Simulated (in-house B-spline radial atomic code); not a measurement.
A fraction x of an electron is moved 3d → 4d in Cd3+, starting from [Kr] 4d9 and keeping the highest spin. Level of theory: scalar-relativistic (X2C) RPBE, spin-polarised, spherical fractional occupations, Fermi nucleus of rms radius 4.6087 fm; calculated with an all-electron radial atomic-structure program (B-spline basis).

```json
{"x": "0", "E(x) - E(0) (eV)": "0.0000", "3d down level (eV)": "-429.023", "4d down level (eV)": "-45.318"}
{"x": "0.125", "E(x) - E(0) (eV)": "48.1229", "3d down level (eV)": "-431.891", "4d down level (eV)": "-45.629"}
{"x": "0.25", "E(x) - E(0) (eV)": "?", "3d down level (eV)": "?", "4d down level (eV)": "?"}
{"x": "0.375", "E(x) - E(0) (eV)": "145.3276", "3d down level (eV)": "-437.623", "4d down level (eV)": "-46.247"}
{"x": "0.5", "E(x) - E(0) (eV)": "194.4093", "3d down level (eV)": "-440.487", "4d down level (eV)": "-46.555"}
{"x": "0.625", "E(x) - E(0) (eV)": "?", "3d down level (eV)": "?", "4d down level (eV)": "?"}
{"x": "0.75", "E(x) - E(0) (eV)": "293.5310", "3d down level (eV)": "-446.208", "4d down level (eV)": "-47.167"}
{"x": "0.875", "E(x) - E(0) (eV)": "343.5709", "3d down level (eV)": "-449.066", "4d down level (eV)": "-47.471"}
{"x": "1", "E(x) - E(0) (eV)": "393.9299", "3d down level (eV)": "-451.923", "4d down level (eV)": "-47.774"}
```

(1) What belongs in the row x = 0.25?

(2) What belongs in the row x = 0.625?

(3) Check Janak's theorem between x = 0.375 and 0.5.

## Answers

(1) An energy change of 96.5654 eV; 3d down at -434.758 eV, 4d down at -45.939 eV.

(2) An energy change of 243.8105 eV; 3d down at -443.348 eV, 4d down at -46.861 eV.

(3) The slope of the energy is 392.65 eV; the orbital levels give 392.65 eV (ε of the receiving orbital less ε of the emptying one, averaged over the two points).
